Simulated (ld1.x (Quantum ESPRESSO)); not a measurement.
# chlorine (Cl): TM semilocal pseudisation with PBE, non-relativistic reference atom.

The input file (ld1.x (Quantum ESPRESSO) 7.5):

```
&input
   title='Cl', zed=17., rel=0, dft='PBE', iswitch=3,
   config='[Ne] 3s2 3p5 3d-2',
   nld=3, rlderiv=1.55, eminld=-4.0, emaxld=5.0, deld=0.02
 /
 &inputp
   pseudotype=1, tm=.true., lloc=1,
   nlcc=.false.,
   file_pseudopw='Cl.pp', file_wfcaegen='ae.wfc', file_wfcncgen='nc.wfc'
 /
3
3S  1  0   2.00   0.00  1.40  1.40  0.0
3D  3  2  -2.00   0.50  1.35  1.35  0.0
3P  2  1   5.00   0.00  1.15  1.15  0.0
 &test
   configts(1)='3s2 3p5'
 /
```

Command:

```bash
ld1.x < Cl.in > Cl.out
```

Resulting log (shortened: banner, matrices, multipoles, cross overlaps and the repeated all-electron block are left out):

```
Program LD1 v.7.5
     --------------------------- All-electron run ----------------------------

     Cl

     atomic number is 17.00
     dft =PBE   lsd =0 sic =0 latt =0  beta=0.20 tr2=1.0E-14
     Exchange-correlation= PBE
                           (   1   4   3   4   0   0   0)
     mesh =1157 r(mesh) = 101.16842 a.u. xmin = -7.00 dx = 0.01250
     1 Ry =  13.60569312 eV

     n l     nl                  e(Ry)          e(Ha)          e(eV)
     1 0     1S 1( 2.00)      -201.4222      -100.7111     -2740.4882
     2 0     2S 1( 2.00)       -18.4465        -9.2232      -250.9770
     2 1     2P 1( 6.00)       -14.0802        -7.0401      -191.5712
     3 0     3S 1( 2.00)        -1.5088        -0.7544       -20.5289
     3 1     3P 1( 5.00)        -0.6328        -0.3164        -8.6096

     final scf error:  6.8E-15 reached in  29 iterations

     Etot =    -919.926989 Ry,    -459.963495 Ha,  -12516.244311 eV

     Ekin =     918.796632 Ry,     459.398316 Ha,   12500.865017 eV
     Encl =   -2188.691798 Ry,   -1094.345899 Ha,  -29778.668943 eV
     Eh   =     405.901845 Ry,     202.950922 Ha,    5522.575934 eV
     Exc  =     -55.933668 Ry,     -27.966834 Ha,    -761.016319 eV

     normalization and overlap integrals

     s(1S/1S) =  1.000000  <r> =   0.0914  <r2> =    0.0112  r(max) =   0.0596
     s(2S/2S) =  1.000000  <r> =   0.4463  <r2> =    0.2367  r(max) =   0.3649
     s(2P/2P) =  1.000000  <r> =   0.4076  <r2> =    0.2070  r(max) =   0.3025
     s(3S/3S) =  1.000000  <r> =   1.5418  <r2> =    2.7674  r(max) =   1.2895
     s(3P/3P) =  1.000000  <r> =   1.8440  <r2> =    4.1038  r(max) =   1.4252

     ------------------------ End of All-electron run ------------------------

     --------------------- Generating NC pseudopotential ---------------------

      Generating local pot.: lloc=1, matching radius rcloc =   1.1500

      Wfc   3S  rcut= 1.407  Using Troullier-Martins method

      Wfc   3D  rcut= 1.339  Using Troullier-Martins method

     ------------------- End of pseudopotential generation -------------------

     Computing logarithmic derivative in   1.54582
     Computing logarithmic derivative in   1.54582
     Computing the partial wave expansion
     R is outside the sphere for l=    0 j= 0.00
       no projector for channel:   1
     R is outside the sphere for l=    2 j= 0.00

     ---------------------- Testing the pseudopotential ----------------------

     Cl

     atomic number is 17.00   valence charge is  7.00
     dft =PBE   lsd =0 sic =0 latt =0  beta=0.20 tr2=1.0E-14
     mesh =1157 r(mesh) = 101.16842 xmin = -7.00 dx = 0.01250

     n l     nl             e AE (Ry)        e PS (Ry)    De AE-PS (Ry)
     1 0     3S   1( 2.00)       -1.50885       -1.50885        0.00000
     2 1     3P   1( 5.00)       -0.63279       -0.63279       -0.00000

     eps = 7.9E-15  iter = 25

     Etot =    -919.926989 Ry,    -459.963495 Ha,  -12516.244311 eV
     Etotps =   -29.798527 Ry,     -14.899264 Ha,    -405.429620 eV

     Ekin =      10.810022 Ry,       5.405011 Ha,     147.077844 eV
     Encl =     -61.148390 Ry,     -30.574195 Ha,    -831.966226 eV
     Ehrt =      25.265710 Ry,      12.632855 Ha,     343.757492 eV
     Ecxc =      -5.587555 Ry,      -2.793777 Ha,     -76.022553 eV
     Epseu=       0.861685 Ry,       0.430843 Ha,      11.723822 eV

     ---------------------- End of pseudopotential test ----------------------
```

Generation and configuration tests took about 2.6 s on one core of a shared server CPU.
